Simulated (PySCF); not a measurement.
Bonding in `C#CC#CC#CC#CC#N`

Species: C9HN.
Numbering: `[CH:1]#[C:2][C:3]#[C:4][C:5]#[C:6][C:7]#[C:8][C:9]#[N:10]` (hydrogens: H11 on C1)

Geometry (PBE0-D3(BJ)/def2-SVP, Å), atoms numbered from 1 in this order:
```
atom  x, y, z in Å
C1    -5.0509   -0.2013    1.2615
C2    -3.8716   -0.1818    0.9526
C3    -2.5567   -0.1603    0.6084
C4    -1.3674   -0.1408    0.2957
C5    -0.0627   -0.1197   -0.0471
C6     1.1279   -0.1003   -0.3621
C7     2.4332   -0.0793   -0.7071
C8     3.6187   -0.0606   -1.0229
C9     4.9391   -0.0396   -1.3736
N10    6.0650   -0.0218   -1.6726
H11   -6.0912   -0.2187    1.5326
```

Bond orders from the PBE0/pcSseg-1 density (PySCF). Geometry: PBE0-D3(BJ)/def2-SVP; no solvent, vibrations or thermal averaging.

Question: How far do the computed orders between heavy atoms stray from the drawn ones?

Answer: The largest departure is 1.224, at C7–C8 (drawn triple, 1.776). Drawn single, order above 1.12: C8–C9 (1.196). Drawn double or triple, more than 0.30 short of the drawn order: C1–C2 (2.165), C3–C4 (1.825), C5–C6 (1.817) and C7–C8 (1.776).

Question: Give the Mayer order of every bond between heavy atoms, beside its length.

Answer: 
| bond | drawn as | length (Å) | Mayer order |
| --- | --- | --- | --- |
| C1–C2 | triple | 1.219 | 2.165 |
| C2–C3 | single | 1.359 | 0.987 |
| C3–C4 | triple | 1.230 | 1.825 |
| C4–C5 | single | 1.349 | 1.074 |
| C5–C6 | triple | 1.232 | 1.817 |
| C6–C7 | single | 1.350 | 1.061 |
| C7–C8 | triple | 1.227 | 1.776 |
| C8–C9 | single | 1.366 | 1.196 |
| C9–N10 | triple | 1.165 | 2.843 |

By pair of heavy elements: C–C: lowest C2–C3 (0.987, 1.359 Å), highest C1–C2 (2.165, 1.219 Å); in 4 of the 28 pairs the longer bond (by over 0.003 Å) has the higher order (by 0.02 or more).

Question: And the bonds to hydrogen?

Answer: C–H: 1.14 (1 bond).

Question: Sum the orders of all bonds at each heavy atom with more than one neighbour and set the sums beside the valence in the SMILES.

Answer: C1 3.305 (drawn 4), C2 3.152 (drawn 4), C3 2.812 (drawn 4), C4 2.899 (drawn 4), C5 2.891 (drawn 4), C6 2.878 (drawn 4), C7 2.837 (drawn 4), C8 2.972 (drawn 4), C9 4.039 (drawn 4). Orders between atoms that aren't bonded are not in these sums.

The Mayer order sums products of elements of PS (density times overlap matrix) between the two atoms' basis functions, so it depends on the basis set.

The run behind these numbers computed NMR shieldings as well. On one thread, Arm Neoverse V1, on a shared host, this took 19 s.
